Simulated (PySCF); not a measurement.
Method: shieldings: GIAO PBE0/pcSseg-1, GFN2-xTB geometry, in PySCF 2.14.0 with density-fitted response routines (no relativistic terms, no solvent model, averaged over atoms made equivalent by symmetry, fast rotation or ring inversion, single conformer).

Chemical shifts δ = σref − σ; ¹H (31.72 ppm), ¹³C (186.93 ppm) vs TMS, all at this level. Acid and N–H amide carbonyl carbons lie up to 10 ppm further downfield in solution (hydrogen bonding). Shifts are as computed. Against solution values, carbons near 30 ppm lie about +3 ppm off and those near 130 ppm about +5 ppm (rms about the fit 2.1 ppm; single classes can miss by 10 ppm). Of 1328 compounds with measured shifts, 309 miss one by over three times the rms of a fit or turn the order of signals round; such compounds aren't used in these exercises. Signals without a measured value on file couldn't be tested in this way; 1H shifts scatter by 0.2 ppm about their fit, and single ones miss by 0.5 ppm. OH and NH positions are gas-phase values without hydrogen bonding to other molecules.

(1) Order these molecules by the shift of their most shielded carbon-bound hydrogen, lowest δ first.
A. CCCC(=O)C(C)=O
B. CC(=O)O[C@@H]1C[C@@H]1C
C. CC(=O)C(C)C(C)=O

(2) Order these molecules by the shift of their most deshielded carbon-bound hydrogen, lowest δ first.
A. CC(=O)O[C@@H]1C[C@@H]1C
B. CC(=O)C(C)C(C)=O
C. CCCC(=O)C(C)=O
D. CC/C=C(\C)C(=O)O

(3) How many ¹³C and ¹H signals does each give (equivalence by symmetry and fast rotation, but not about amide C–N or C=N bonds)? `CC(=O)C(C)C(C)=O`, `CCCC(=O)C(C)=O`, `CC/C=C(\C)C(=O)O`, `CC(=O)O[C@@H]1C[C@@H]1C`

Answers

(1) B (0.38 ppm, hydrogen on a three-membered-ring carbon), A (1.07 ppm, hydrogen on a methyl carbon), C (1.40 ppm, hydrogen on a methyl carbon).

(2) C (2.76 ppm, hydrogen on an sp3 CH2 α to a carbonyl), B (3.69 ppm, hydrogen on an sp3 CH α to a carbonyl), A (5.02 ppm, hydrogen on a three-membered-ring carbon), D (7.40 ppm, hydrogen on a β carbon of a C=C–C=O unit).

(3) CC(=O)C(C)C(C)=O: 4 C, 3 H; CCCC(=O)C(C)=O: 6 C, 4 H; CC/C=C(\C)C(=O)O: 6 C, 5 H; CC(=O)O[C@@H]1C[C@@H]1C: 6 C, 6 H.
